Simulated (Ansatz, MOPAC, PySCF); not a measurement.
Pair of molecules: NH3 (SMILES N) (first 4 atoms) with Si2H6 (SMILES [SiH3][SiH3]); geometry from B3LYP-D3(BJ)/def2-TZVP, rigid monomers moved along the line of their centres of mass till N1···Si5 is 3.59 Å.
(charge 0, multiplicity 1):
```xyz
12

N     -0.4125     0.1890     0.9608
H     -0.3598    -0.6942     0.4668
H     -1.3615     0.5340     0.8745
H      0.1981     0.8436     0.4856
Si     0.3301    -1.2235     4.1733
Si     0.4471     1.1108     4.3294
H      0.6184    -1.8537     5.4907
H      1.3255    -1.7507     3.2096
H     -1.0233    -1.6681     3.7628
H      0.7810     1.5349     5.7166
H     -0.8502     1.7389     3.9810
H      1.4999     1.6578     3.4399
```

Monomers are frozen at their geometry in the pair; levels with a basis set take the counterpoise correction.

Rows in 6-31G* carry no dispersion term and start afresh at each structure (6-31G* with six Cartesian d functions). The state that AM1 reach isn't checked.

Programs: Ansatz (a program for electronic structure); MOPAC for AM1 (differences of heats of formation); PySCF for 6-31G* rows, the dispersion terms. 

Q: One of these levels gives -2.49 kcal/mol for the interaction energy. Which one is it?
A. B3LYP/6-31G*
B. PBE-D4/def2-TZVPPD
C. PBE/def2-TZVPPD
D. AM1

A: C, PBE/def2-TZVPPD. The others give 0.06 (AM1), -3.73 (PBE-D4/def2-TZVPPD), -1.87 (B3LYP/6-31G*)
